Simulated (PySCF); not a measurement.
# Correlation energy of Be (beryllium, neutral)

[He] 2p2, high-spin 3P determinant (an excited configuration). Computed with PySCF 2.14 in aug-cc-pCVTZ-DK (7s6p4d2f, 59 functions), with scalar relativity by spin-free X2C-1e. Frozen: nothing; 4 electrons correlated.

```csv
level,correlation energy (mhartree)
CCSD,-53.40
(T),-0.08
CCSD(T),-53.48
```

Diagnostics: T1 = 0.0032, D1 = 0.0063, largest double amplitude 0.060.

Cost of the coupled-cluster step: about 5 core-seconds, for 4 correlated electrons.

Iterations:

```
CC2 = 0
CCSD nocc = (np.int64(3), np.int64(1)), nmo = (59, 59)
frozen orbitals [[], []]
max_cycle = 100
direct = 0
conv_tol = 1e-08
conv_tol_normt = 1e-06
diis_space = 8
diis_start_cycle = 0
Init t2, MP2 energy = -0.0468205206194436
Init E_corr(UCCSD) = -0.0468205206198874
cycle = 1  E_corr(UCCSD) = -0.0518726553576968  dE = -0.00505213474  norm(t1,t2) = 0.0263384
cycle = 2  E_corr(UCCSD) = -0.0528948634393948  dE = -0.00102220808  norm(t1,t2) = 0.0105012
cycle = 3  E_corr(UCCSD) = -0.0534178218959221  dE = -0.000522958457  norm(t1,t2) = 0.00449037
cycle = 4  E_corr(UCCSD) = -0.0533864014503323  dE = 3.14204456e-05  norm(t1,t2) = 0.000684616
cycle = 5  E_corr(UCCSD) = -0.0534004701638895  dE = -1.40687136e-05  norm(t1,t2) = 0.000112723
cycle = 6  E_corr(UCCSD) = -0.0533983765114335  dE = 2.09365246e-06  norm(t1,t2) = 1.46763e-05
cycle = 7  E_corr(UCCSD) = -0.0533986148574723  dE = -2.38346039e-07  norm(t1,t2) = 3.60003e-06
cycle = 8  E_corr(UCCSD) = -0.0533986327667576  dE = -1.79092853e-08  norm(t1,t2) = 3.60997e-07
cycle = 9  E_corr(UCCSD) = -0.0533986321831269  dE = 5.83630665e-10  norm(t1,t2) = 2.10293e-07
UCCSD converged
E(UCCSD) = -14.39178152037627  E_corr = -0.05339863218312695
UCCSD(T) correction = -8.15202595743808e-05
```
